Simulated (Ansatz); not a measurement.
Ansatz (a quantum-chemistry and plane-wave program) input (PBE-QIDH/def2-TZVPD):

Ansatz 0.2 input:
```yaml
crystal:
  periodic: [false, false, false]
  atoms:
    - {symbol: Si, position_ang: [-0.01185707, -0.37680189, -0.00624924]}
    - {symbol: Cl, position_ang: [0.18620249, 0.91187279, -1.60983213]}
    - {symbol: Cl, position_ang: [-0.06128382, 0.78630284, 1.69043708]}
    - {symbol: N, position_ang: [1.34225610, -1.43493392, -0.17769303]}
    - {symbol: N, position_ang: [-1.40151617, -1.33058996, 0.00059192]}
    - {symbol: H, position_ang: [2.22458444, -1.09972825, 0.21124400]}
    - {symbol: H, position_ang: [-1.48096819, -2.13309641, -0.60317939]}
    - {symbol: H, position_ang: [-2.28641434, -1.00226759, 0.34884808]}
basis:
  gaussian:
    orbitals: def2-TZVPD
hamiltonian:
  xc: {name: PBE-QIDH}
magnetization: {spin_polarized: true, initial_magnetization: 1}
correlation: {electrons: outside_noble_gas}
```

Output:

```
Functional definition: PBE-QIDH
integrals: 0.67 GiB planned
1507 factors; integrals over basis functions are off by at most 1.1e-3 eV
mean field: 2.24 GiB planned
mean field evaluation 1: about -35919.8021 eV, gradient 3.6e1 eV
mean field evaluation 2: about -35919.9265 eV, gradient 3.6e1 eV
mean field evaluation 4: about -35925.7436 eV, gradient 2.9e0 eV
mean field evaluation 8: about -35925.8874 eV, gradient 2.1e-1 eV
mean field evaluation 16: about -35925.8889 eV, gradient 1.3e-2 eV
mean field evaluation 32: about -35925.1023 eV, gradient 6.3e0 eV
mean field -35925.88890993 eV, -1320.2520659977 hartree, gradient 4.9e-6 eV, S^2 0.756395; 2 other end points of the search recorded, 0 dependent functions left out
17 core orbitals not correlated
reference -35925.88893043 eV, -1320.2520667511 hartree; 16, 15 occupied and 203, 204 virtual orbitals, 1507 factors
second order -26.43839141 eV of doubles, -0.00000000 eV of singles
Total energy: -35934.70172756 eV, -1320.5759310723 hartree
```

It need not be the lowest isomer of its formula.
